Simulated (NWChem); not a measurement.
Molecule: CH3BrOTe; SMILES CO[Te]Br

```xyz
7

Te     0.6475     0.6359    -0.0273
Br    -0.1795    -1.7436     0.0170
O     -0.9889     1.5743     0.5681
C     -2.0617     1.6927    -0.3372
H     -2.5305     0.7152    -0.5471
H     -2.8115     2.3395     0.1453
H     -1.7624     2.1512    -1.2965
```
Atoms are numbered in this order, from 1.

Program: NWChem. Geometry: optimised at PBE0/def2-SVP (def2 core potentials past Kr).

Task: Estimate the computed values for Hartree-Fock/STO-3G (all-electron, non-relativistic). Quantities: highest occupied level (eV); orbital gap (eV); dipole (D).

Result: 
| Property | Value |
|---|---|
| highest occupied level (eV) | -6.56 |
| orbital gap (eV) | 11.34 |
| dipole (D) | 1.56 |
